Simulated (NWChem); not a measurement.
# CH$_{3}$BeI; SMILES [CH3][Be][I]

```xyz
6

Be    -0.0004    -1.5577     0.0010
I      0.0015     0.6258     0.0008
C     -0.0008    -3.2291    -0.0028
H     -0.7847    -3.6392    -0.6637
H     -0.1796    -3.6463     1.0039
H      0.9620    -3.6403    -0.3541
```
Atoms are numbered in this order, from 1.

Level: PBE0/def2-SVP with def2 effective core potentials on I (NWChem), optimised geometry, unscaled harmonic frequencies. def2 effective core potentials on I; no spin-orbit coupling.

Q: List the harmonic frequencies with IR intensities, and the thermochemistry.

A: 
```csv
frequency (cm⁻¹),IR intensity (km/mol)
196,6.4
196,6.4
354,9.2
667,64.0
667,63.9
1040,172.2
1233,98.9
1411,2.5
1411,2.5
3037,0.1
3132,2.1
3133,2.1
```

```yaml
zero_point_energy: 23.5 kcal/mol
thermal correction to the enthalpy at 298.15 K (with zero-point energy): 27.0 kcal/mol
heat capacity Cv: 13.7 cal/(mol K)
entropy at 298.15 K and 1 atm (symmetry number 3): 68.7 cal/(mol K)
```

Rigid rotor and harmonic oscillator.
